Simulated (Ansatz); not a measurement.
```yaml
crystal:
  periodic: [false, false, false]
  atoms:
    - {symbol: N, position_ang: [-1.611166, 0.628372, -0.320923]}
    - {symbol: Sn, position_ang: [0.305516, 0.073636, -0.346109]}
    - {symbol: N, position_ang: [0.736959, -0.876933, 1.354591]}
    - {symbol: Cl, position_ang: [0.532528, -1.173999, -2.290541]}
    - {symbol: Cl, position_ang: [1.858342, 1.794989, -0.469085]}
    - {symbol: H, position_ang: [-1.945863, 0.926276, -1.228593]}
    - {symbol: H, position_ang: [-1.809863, 1.357918, 0.352630]}
    - {symbol: H, position_ang: [1.732268, -0.994421, 1.496586]}
    - {symbol: H, position_ang: [0.289778, -1.781939, 1.434343]}
basis:
  gaussian: {orbitals: def2-mTZVP, fitting: {mean_field: cc-pVTZ-jkfit}, point_charges: [{charge: 0.50, position_ang: [4.863, 0.099, 0.801]}]}
hamiltonian: {xc: {name: B97}}
```

```sh
$ ansatz run in.yaml --threads 4 --pin off --events-out ev --progress --plain --max-ram 10444MiB
```

Question: How does Ansatz answer? (Estimate.)

Answer: Computed: The input was rejected before any iteration.
```
Functional definition: B97
Error: <dir> the basis set cc-pVTZ-JKFIT has no functions for Sn
```
